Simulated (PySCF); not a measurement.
Potential energy of GaH along the bond

Set-up: PySCF, scalar-relativistic core potentials, basis sets Ga cc-pVTZ-PP with ECP10, H cc-pVTZ. Energies in eV from Ga + H in their ground configurations at the same level. State: ¹Σ⁺ (singlet), closed shell.

Curves on a restricted Hartree–Fock reference rise too fast on stretching and do not dissociate correctly.

```csv
R (Å),r²SCAN,RHF,RHF-CCSD(T)
1.446,-2.568,-1.703,
1.514,-2.746,-1.893,-2.877
1.581,-2.845,-1.999,-2.971
1.631,-2.880,-2.035,-3.000
1.682,-2.887,-2.042,-3.001
1.732,-2.871,-2.024,-2.979
1.800,-2.823,-1.971,-2.921
1.884,-2.729,-1.867,-2.814
1.985,-2.583,-1.706,-2.652
2.119,-2.353,-1.454,
```

Put a parabola through the three lowest points of the r²SCAN curve and estimate Re, k and ωe (reduced mass 0.9933 u; 1 eV/Å² = 0.16022 mdyn/Å; ωe = 1302.8·√(k/μ) cm⁻¹).

Through R = 1.631, 1.682, 1.732 Å the second-order coefficient is 4.53 eV/Å², so Re ≈ 1.672 Å, k ≈ 1.45 mdyn/Å and ωe ≈ 1574 cm⁻¹. A polynomial fit of higher order to the unrounded r²SCAN energies gives Re = 1.671 Å, k = 1.47 mdyn/Å, ωe = 1584 cm⁻¹; anharmonicity and rounding make the difference.

The higher-order fit for each curve: r²SCAN: Re = 1.671 Å, ωe = 1584 cm⁻¹, De = 2.89 eV; RHF: Re = 1.669 Å, ωe = 1653 cm⁻¹, De = 2.04 eV; RHF-CCSD(T): Re = 1.658 Å, ωe = 1652 cm⁻¹, De = 3.00 eV.

Correlated steps freeze 4 core orbitals. Where the molecule has an RHF reference, its open-shell atoms are computed with UHF.
